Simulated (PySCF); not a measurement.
Si(AsH2)(F)2(H) (AsF₂H₃Si), SMILES F[SiH](F)[AsH2].

Geometry optimised at B3LYP-D3(BJ)/def2-SVP.

Two levels are set side by side: PBE/def2-TZVP (PySCF) and PBE0/def2-TZVP (PySCF). Same geometry, gas phase. Differences are taken from unrounded values.

| quantity | PBE0 | PBE | PBE minus PBE0 |
|---|---|---|---|
| orbital gap (eV) | 7.88 | 5.88 | -1.99 |
| highest occupied level (eV) | -8.03 | -6.90 | 1.13 |
| lowest empty level (eV) | -0.15 | -1.02 | -0.87 |
| dipole moment (D) | 2.01 | 1.85 | -0.16 |
| mean polarisability (bohr³) | 55.1 | 56.9 | 1.8 |

Without exact exchange PBE keeps part of each electron's self-repulsion, which lifts occupied levels and narrows the gap. Loosely held outer electrons make PBE densities more polarisable. Differences between two approximate levels are no errors against the true value.

Rough cost on one machine, each run with all the roots and properties that it gave: PBE0 against PBE within a factor of 2.
